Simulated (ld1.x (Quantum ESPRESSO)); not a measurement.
# Varying the RRKJ potential for beryllium (Be)

Base potential:

```
Element                 : beryllium
Generator               : ld1.x (Quantum ESPRESSO) 7.5
Type                    : norm-conserving RRKJ (Kleinman–Bylander form)
Functional              : PBE
Relativity              : non-relativistic
Frozen core             : none
Valence charge          : 4
Reference configuration : 1s2 2s1.75 2p0.25
Partial waves           : 1s (bound): rc 0.40 bohr; 2p (bound): rc 2.55 bohr; 3d channel at 0.05 Ry: rc 2.05 bohr
Local potential         : the d channel
Core correction         : none
```

Occupied shells without a wave of their own: 2s. They enter only through the test configuration that unscreens the potential.

Cutoffs, loose and tight: the cutoffs (Ry, on a coarse ladder) from which the occupation-weighted sum of valence levels, in a spherical-Bessel basis at the reference potential, stays within 10 and 1 mRy of its value at 400 Ry. They do not see the model core or the augmentation charge, which bear on the density cutoff. Test errors are all-electron minus pseudo excitation energies from the reference, over the configurations 1s2 2s2 2p0; 1s2 2s1 2p0; 1s2 2s0 2p0; 1s2 2s1.5 2p0; 1s2 2s1 2p1; 1s1 2s2 2p0; 1s2 2s0 2p1. A dash means not determined; rows that change the core or the reference have their own tests.

Cutoffs are not given where the Bessel-basis levels miss the radial ones by over 6 mRy, ghosts where they miss by over 20 mRy; a channel whose overlap is not positive is not tested.

```csv
change,outcome,bound ghosts,largest test error (meV)
base,"generated, misses its reference levels by 0.22 eV",none,+803
wave 3d channel at 0.05 Ry: rc 2.05 bohr becomes 3d channel at -0.13 Ry: rc 2.05 bohr,"generated, misses its reference levels by 0.23 eV",none,+827
wave 3d channel at 0.05 Ry: rc 2.05 bohr becomes 3d channel at 0.01 Ry: rc 2.05 bohr,"generated, misses its reference levels by 0.23 eV",none,+805
wave 3d channel at 0.05 Ry: rc 2.05 bohr becomes 3d channel at 0.47 Ry: rc 2.05 bohr,"generated, misses its reference levels by 0.21 eV",none,+744
wave 3d channel at 0.05 Ry: rc 2.05 bohr becomes 3d channel at 1.21 Ry: rc 2.05 bohr,"generated, misses its reference levels by 0.18 eV",none,+651
```

Task: What comes out with this change to the base: wave 3d channel at 0.05 Ry: rc 2.05 bohr becomes 3d channel at 5.78 Ry: rc 2.05 bohr?

Result: outcome: failed: compute_chi: n is too large. Cause: near the origin the numerical χ = (ε − T − V_loc)φ did not join its small-r series within 0.05 bohr.

Task: What comes out with this change to the base: wave 3d channel at 0.05 Ry: rc 2.05 bohr becomes 3d channel at 2.49 Ry: rc 2.05 bohr?

Result: outcome: generated; bound ghosts: none; largest test error (meV): +508.
